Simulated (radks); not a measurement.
Q: All-electron atom: the barium ion Ba7+ in [Kr] 4d10 5s2 5p1. All-electron calculation, scalar-relativistic Kohn-Sham, r2SCAN, spin-polarised, spherical densities, finite nucleus; open shells are filled with parallel spins first (spin-orbit coupling, left out, can overturn this in heavy ions); meta-GGA in the generalised Kohn-Sham scheme; Fermi nuclear charge, rms radius 4.8378 fm. Program: a radial shooting solver on a logarithmic mesh with Libxc functionals. Some entries of the table are withheld. Estimate them.

orbital,occ.,eigenvalue (eV),<r> (bohr),<1/r> (bohr^-1)
1s up,1,-37410.62,0.02558,60.69
1s down,1,-37410.50,0.02558,60.69
2s up,1,-6006.451,0.1097,13.97
2s down,1,-6006.432,0.1097,13.97
2p up,3,-5392.224,0.09620,13.27
2p down,3,-5392.145,0.09620,13.27
3s up,1,-1344.432,0.2913,5.061
3s down,1,-1344.372,0.2913,5.061
3p up,3,-1146.300,0.2895,4.794
3p down,3,-1146.217,0.2895,4.794
3d up,5,-858.9077,0.2664,4.536
3d down,5,-858.8195,0.2664,4.536
4s up,1,-335.7660,0.6727,2.083
4s down,1,-335.5733,0.6729,2.082
4p up,3,-271.2798,0.7127,1.923
4p down,3,-271.0993,0.7127,1.922
4d up,5,-177.0875,0.7903,1.670
4d down,5,-176.8342,0.7887,1.672
5s up,1,(1),1.501,0.8838
5s down,1,(2),1.493,0.8916
5p up,1,(3),(4),0.8003
5p down,0,(5),(6),0.8075

A: 
(1) 5s up eigenvalue (eV): -111.5902
(2) 5s down eigenvalue (eV): -109.5165
(3) 5p up eigenvalue (eV): -92.9369
(4) 5p up <r> (bohr): 1.643
(5) 5p down eigenvalue (eV): -90.6543
(6) 5p down <r> (bohr): 1.631
